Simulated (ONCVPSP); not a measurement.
## Reading a pseudo-wave (strontium)

Columns: radius, all-electron u(r) and pseudo u(r) of the 4s shell (level -41.60 eV) of strontium in the configuration [Ar] 3d10 4s2 4p6 5s1.5 5p0.5; LDA (Perdew-Wang 92), scalar-relativistic, ONCV scheme, ONCVPSP 4.0.1.

```
r (bohr)  all-electron  pseudo
   0.148        0.2646  0.0981
   0.295       -0.4115  0.2082
   0.443       -0.4362  0.3406
   0.590       -0.0138  0.4918
   0.738        0.4423  0.6480
   0.885        0.7640  0.7846
   1.033        0.9358  0.8845
   1.180        0.9861  0.9345
   1.328        0.9556  0.9292
   1.475        0.8784  0.8715
   1.623        0.7781  0.7776
   1.770        0.6723  0.6723
   1.918        0.5693  0.5692
   2.065        0.4756  0.4755
   2.213        0.3923  0.3923
   2.360        0.3212  0.3211
   2.508        0.2607  0.2606
   2.655        0.2106  0.2106
   2.802        0.1694  0.1694
   2.950        0.1355  0.1355
   3.098        0.1080  0.1080
   3.245        0.0860  0.0860
   3.393        0.0682  0.0682
   3.540        0.0541  0.0541
   3.688        0.0428  0.0427
   3.835        0.0338  0.0338
```

Question: How many radial nodes do the two functions have?

Answer: The all-electron 4s function has n − l − 1 = 3 (the table is too coarse to show those close to the nucleus); the pseudo-wave has 0, since the states of the same l below it are removed with the core.

Question: At about which radius was the pseudo-wave matched?

Answer: 1.75 bohr, where the columns begin to agree (steps of 0.15 bohr).

Question: Where does each function peak?

Answer: Outermost all-electron maximum near 1.18 bohr, pseudo maximum near 1.18 bohr (to the table’s step).

Question: Is the pseudo-wave norm-conserving?

Answer: Yes: the ONCV scheme keeps the norm inside the radius equal to the all-electron one, which fixes the energy derivative of the logarithmic derivative at the level.
